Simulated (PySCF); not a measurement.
PySCF 2.14 output of an unrestricted r2SCAN calculation on a single atom or ion in def2-QZVPPD, with the non-relativistic Hamiltonian (point nucleus):

```
SCF conv_tol = 1e-09
number electrons alpha = 1  beta = 1
    J. W. Furness, A. D. Kaplan, J. Ning, J. P. Perdew, and J. Sun.,  J. Phys. Chem. Lett. 11, 8208-8215 (2020)
    J. W. Furness, A. D. Kaplan, J. Ning, J. P. Perdew, and J. Sun.,  J. Phys. Chem. Lett. 11, 9248-9248 (2020)
    J. W. Furness, A. D. Kaplan, J. Ning, J. P. Perdew, and J. Sun.,  J. Phys. Chem. Lett. 11, 8208-8215 (2020)
    J. W. Furness, A. D. Kaplan, J. Ning, J. P. Perdew, and J. Sun.,  J. Phys. Chem. Lett. 11, 9248-9248 (2020)
cycle= 1 E= -13.6575238288704  delta_E= -0.000395  |g|= 0.0032  |ddm|= 0.0194
cycle= 2 E= -13.6575245984389  delta_E= -7.7e-07  |g|= 0.000143  |ddm|= 0.000775
cycle= 3 E= -13.6575246022791  delta_E= -3.84e-09  |g|= 1.75e-05  |ddm|= 5.9e-05
cycle= 4 E= -13.6575246023065  delta_E= -2.74e-11  |g|= 9.97e-07  |ddm|= 4.96e-06
converged SCF energy = -13.6575246023065  <S^2> = -2.220446e-15  2S+1 = 1
```

The run itself started from symmetry-adapted Hartree-Fock orbitals and held the occupation by maximum overlap, on a logarithmic radial grid, so the iterations belong to that start.

Task: Which element, charge and spin multiplicity is this?

Result: Be²⁺ (beryllium, charge +2), multiplicity 1; the state was 1s2, closed-shell 1S.
